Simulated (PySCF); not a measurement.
# Dipole response of B⁻ (boron, charge -1)

[He] 2s2 2p2, high-spin 3P determinant. Calculation: PySCF 2.14, in x2c-QZVPPall with one added diffuse shell each of s, p, d, f type (8s5p4d3f1g, 73 functions); the spin-free X2C one-electron Hamiltonian (Gaussian nucleus). Coupled (time-dependent) response in atomic units; α is the mean over directions.

```csv
method,mean α (bohr³),"α xx, yy, zz",C₆ (like pair),S(−4)
UHF,118.6,"57.65, 149.1, 149.1",1230,15580
```

S(−4) is the Cauchy moment in α(ω) = α(0) + S(−4) ω² + …

α(iu) at UHF:

```csv
u (hartree),α(iu) (bohr³)
0,118.6
0.0500,92.87
0.100,64.69
0.200,35.69
0.300,21.95
0.500,10.43
0.750,5.374
1.00,3.275
1.50,1.593
2.00,0.9445
3.00,0.4470
5.00,0.1729
```

A single London oscillator, α(iu) = α/(1 + u²/ω²), gives C₆ = (3/4) ω α². Matching the computed C₆ needs ω = 4 × 1230 / (3 × 118.6²) = 0.117 hartree.

For an ion, C₆ is the dispersion term alone; charge-induced terms of lower order in 1/R come first.

The components differ because the open shell of this determinant is not spherical; for a pure term their mean is the scalar polarisability.
